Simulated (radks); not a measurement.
The caesium ion Cs2+ inside a hard spherical wall (all orbitals vanish at R), configuration held at [Kr] 4d10 5s2 5p5 and not refilled when levels cross. All-electron calculation, scalar-relativistic Kohn-Sham, LDA (Slater exchange, Perdew-Wang correlation), spin-polarised, spherical densities, finite nucleus; open shells are filled with parallel spins first (spin-orbit coupling, left out, can overturn this in heavy ions); Fermi nuclear charge, rms radius 4.8041 fm. Program: a radial shooting solver on a logarithmic mesh with Libxc functionals. Eigenvalues in eV for spin up, with the zero of energy where the potential of the charges vanishes at infinity; a dash marks a level that is unbound or too diffuse for the functional's potential to be trusted. A positive occupied level is held by the wall or, in an anion where self-interaction has pushed it up, behind a barrier. The pressure on the wall is -dE/dV.

| R (bohr) | E (hartree) | kinetic (hartree) | e(4p) | e(4d) | e(5s) | e(5p) | e(5d, empty) | e(6s, empty) | pressure (GPa) |
|---|---|---|---|---|---|---|---|---|---|
| free | -7779.5224 | 8193.970 | -177.58 | -91.321 | -43.195 | -29.265 | -12.633 | -12.010 | 0 |
| 20 | -7779.5224 | 8193.970 | -177.58 | -91.321 | -43.195 | -29.265 | -12.633 | -12.010 | < 0.0001 |
| 7 | -7779.5223 | 8193.972 | -177.58 | -91.316 | -43.191 | -29.261 | -12.553 | -11.580 | 0.0126 |
| 6 | -7779.5212 | 8193.987 | -177.53 | -91.272 | -43.157 | -29.225 | -12.314 | -10.608 | 0.199 |
| 3.5 | -7779.1107 | 8196.765 | -172.60 | -86.474 | -39.246 | -24.468 | -2.690 | 15.945 | 174 |
| 3 | -7778.2783 | 8201.070 | -167.09 | -81.172 | -34.021 | -17.865 | 7.817 | 41.907 | 717 |
| 2.5 | -7775.6904 | 8212.384 | -156.36 | -70.895 | -20.899 | -1.522 | 31.279 | 96.812 | 3300 |
| 2 | -7766.7757 | 8246.652 | -133.95 | -48.956 | 17.547 | 44.274 | 89.744 | 225.62 | 18900 |
| 1.5 | -7728.8265 | 8375.589 | -76.258 | 12.346 | 158.81 | 200.87 | 263.88 | 586.82 | 160000 |
